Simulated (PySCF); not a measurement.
M06-L on Ir- (iridium, charge -1), [Xe] 4f14 5d8 6s2, high-spin 3F determinant. Computed with PySCF 2.14 in aug-cc-pVTZ-PP with ECP60MDF, with scalar relativity through the core potential.

```
cycle= 1 E= -104.525100931861  delta_E= -0.0162  |g|= 0.0338  |ddm|= 0.474
cycle= 2 E= -104.524812100223  delta_E= 0.000289  |g|= 0.074  |ddm|= 0.292
cycle= 3 E= -104.527465388315  delta_E= -0.00265  |g|= 0.0108  |ddm|= 0.059
cycle= 4 E= -104.527680451268  delta_E= -0.000215  |g|= 0.00437  |ddm|= 0.0887
cycle= 5 E= -104.527686288852  delta_E= -5.84e-06  |g|= 0.00312  |ddm|= 0.0203
cycle= 6 E= -104.52769862379  delta_E= -1.23e-05  |g|= 0.000199  |ddm|= 0.0276
cycle= 7 E= -104.527698712464  delta_E= -8.87e-08  |g|= 0.000146  |ddm|= 0.00623
cycle= 8 E= -104.527698801249  delta_E= -8.88e-08  |g|= 1.68e-05  |ddm|= 0.00232
cycle= 9 E= -104.527698802509  delta_E= -1.26e-09  |g|= 4.2e-06  |ddm|= 0.000217
cycle= 10 E= -104.527698802597  delta_E= -8.78e-11  |g|= 1.99e-07  |ddm|= 8.5e-05
converged SCF energy = -104.527698802597  <S^2> = 2.0232043  2S+1 = 3.0154299
```

Highest occupied orbital energy: 1.448 eV; ⟨L²⟩ = 12.04; populations by l: s 4.00, p 6.00, d 8.00, f 0.00.

Problem. Can this result be used?

Solution. With care. Self-consistency was reached. Energies and moments cover only the electrons outside the core potential. Spin-orbit coupling, absent here, splits the open shell strongly. At M06-L the highest occupied level has a positive energy, so only the finite basis holds that electron; in a semilocal or global hybrid functional this comes from self-interaction and does not mean that the real anion is unbound.
